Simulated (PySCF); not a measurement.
Isomers of C6H14O2Si, mass 146.076 u with the commonest isotopes. Method used: PBE0/pcSseg-1 in PySCF (dipole) on a GFN2-xTB geometry, gas phase. One conformer each, none proved a minimum here; rigid rotors.

Question: Order these by rotational constant C, largest first.
A. `[CH3:1][O:2][CH2:3][C@@H:4]1[O:5][CH2:6][CH2:7][CH2:8][SiH2:9]1` with C1–O2–C3–C4 170°, O2–C3–C4–O5 93°, C3–C4–O5–C6 -68°, C4–O5–C6–C7 -74°, O5–C6–C7–C8 73°, C6–C7–C8–Si9 -54°
B. `[CH3:1][C:2]([CH3:3])([CH3:4])[C:5](=[O:6])[CH2:7][SiH2:8][OH:9]` with C2–C5–C7–Si8 114°, C5–C7–Si8–O9 43°, C7–Si8–O9–H -11°
C. `[CH3:1][O:2][C@@H:3]1[CH2:4][C@@H:5]([C@@H:6]([CH3:7])[OH:8])[SiH2:9]1` with C1–O2–C3–C4 178°, C4–C5–C6–C7 180°, C5–C6–O8–H -59°
D. `[CH3:1][CH2:2][O:3][C@@H:4]1[CH2:5][CH2:6][Si@H:7]([OH:8])[CH2:9]1` with C1–C2–O3–C4 174°, C2–O3–C4–C5 -164°, C6–Si7–O8–H -51°, O3–C4–C5–C6 -66°, C4–C5–C6–Si7 -28°, C5–C6–Si7–O8 117°, C6–Si7–C9–C4 28°
E. `[CH3:1][O:2][CH2:3][C@@H:4]1[CH2:5][CH2:6][CH2:7][O:8][SiH2:9]1` with C1–O2–C3–C4 -175°, O2–C3–C4–C5 172°, C3–C4–C5–C6 -178°, C4–C5–C6–C7 69°, C5–C6–C7–O8 -61°, C6–C7–O8–Si9 46°

Answer: A (1021 MHz), D (854.5 MHz), B (788.9 MHz), E (662.6 MHz), C (616.5 MHz).

Question: Order these by radius of gyration √(Σ m r²/M), largest first.
A. `[CH3:1][O:2][CH2:3][C@@H:4]1[CH2:5][CH2:6][CH2:7][O:8][SiH2:9]1` with C1–O2–C3–C4 -175°, O2–C3–C4–C5 172°, C3–C4–C5–C6 -178°, C4–C5–C6–C7 69°, C5–C6–C7–O8 -61°, C6–C7–O8–Si9 46°
B. `[CH3:1][CH2:2][O:3][C@@H:4]1[CH2:5][CH2:6][Si@H:7]([OH:8])[CH2:9]1` with C1–C2–O3–C4 174°, C2–O3–C4–C5 -164°, C6–Si7–O8–H -51°, O3–C4–C5–C6 -66°, C4–C5–C6–Si7 -28°, C5–C6–Si7–O8 117°, C6–Si7–C9–C4 28°
C. `[CH3:1][O:2][CH2:3][C@@H:4]1[O:5][CH2:6][CH2:7][CH2:8][SiH2:9]1` with C1–O2–C3–C4 170°, O2–C3–C4–O5 93°, C3–C4–O5–C6 -68°, C4–O5–C6–C7 -74°, O5–C6–C7–C8 73°, C6–C7–C8–Si9 -54°
D. `[CH3:1][C:2]([CH3:3])([CH3:4])[C:5](=[O:6])[CH2:7][SiH2:8][OH:9]` with C2–C5–C7–Si8 114°, C5–C7–Si8–O9 43°, C7–Si8–O9–H -11°
E. `[CH3:1][O:2][C@@H:3]1[CH2:4][C@@H:5]([C@@H:6]([CH3:7])[OH:8])[SiH2:9]1` with C1–O2–C3–C4 178°, C4–C5–C6–C7 180°, C5–C6–O8–H -59°

Answer: E (2.403 Å), A (2.315 Å), D (2.224 Å), B (2.142 Å), C (2.051 Å).

Question: Order these by dipole moment, largest first.
A. `[CH3:1][O:2][CH2:3][C@@H:4]1[O:5][CH2:6][CH2:7][CH2:8][SiH2:9]1` with C1–O2–C3–C4 170°, O2–C3–C4–O5 93°, C3–C4–O5–C6 -68°, C4–O5–C6–C7 -74°, O5–C6–C7–C8 73°, C6–C7–C8–Si9 -54°
B. `[CH3:1][O:2][CH2:3][C@@H:4]1[CH2:5][CH2:6][CH2:7][O:8][SiH2:9]1` with C1–O2–C3–C4 -175°, O2–C3–C4–C5 172°, C3–C4–C5–C6 -178°, C4–C5–C6–C7 69°, C5–C6–C7–O8 -61°, C6–C7–O8–Si9 46°
C. `[CH3:1][C:2]([CH3:3])([CH3:4])[C:5](=[O:6])[CH2:7][SiH2:8][OH:9]` with C2–C5–C7–Si8 114°, C5–C7–Si8–O9 43°, C7–Si8–O9–H -11°
D. `[CH3:1][O:2][C@@H:3]1[CH2:4][C@@H:5]([C@@H:6]([CH3:7])[OH:8])[SiH2:9]1` with C1–O2–C3–C4 178°, C4–C5–C6–C7 180°, C5–C6–O8–H -59°

Answer: C (3.48 D), B (2.72 D), A (2.30 D), D (1.62 D).

```
                             SMILES  point group  Ia (u·Å²)  Ib (u·Å²)  Ic (u·Å²)      κ  μa (D)  μb (D)  μc (D)
CO[C@@H]1C[C@@H]([C@@H](C)O)[SiH2]1           C1     163.98     703.84     819.70  -0.92    0.22    1.56    0.37
              COC[C@@H]1CCCO[SiH2]1           C1     172.38     631.05     762.72  -0.88    0.93    2.41    0.87
              COC[C@@H]1OCCC[SiH2]1           C1     272.76     460.83     495.20  -0.82    2.08    0.13    0.98
              CC(C)(C)C(=O)C[SiH2]O           C1     213.22     591.50     640.65  -0.92    2.24    2.60    0.56
            CCO[C@@H]1CC[Si@H](O)C1           C1     260.97     488.27     591.42  -0.67    1.70    1.43    0.66
```
